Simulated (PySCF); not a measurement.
**Electron correlation in Fe (iron, neutral)**

[Ar] 3d7 4s1, 4s spin antiparallel (an excited configuration). Calculation: PySCF 2.14, in x2c-TZVPPall with one added diffuse shell each of s, p, d, f type (7s6p5d3f1g, 80 functions); scalar relativity by spin-free X2C-1e. Frozen: [Ne]; 16 electrons correlated.

MP2 pair energies summed by pair of shells (mhartree):

```tsv
pair	energy	share (%)
3d-3d	-207.37	36.0
3p-3d	-206.55	35.8
3p-3p	-64.64	11.2
3s-3d	-38.01	6.6
3s-3p	-29.68	5.1
3d-4s	-21.56	3.7
3s-3s	-4.32	0.7
3p-4s	-4.13	0.7
3s-4s	-0.30	0.1
```

Total MP2 correlation energy: -576.55 mhartree.

Same-spin part -192.31 and opposite-spin part -384.24 mhartree; SCS-MP2 scales them by 1/3 and 6/5 to -525.20 mhartree.

This basis was not built for core-valence correlation, so the inner-shell part is incomplete.
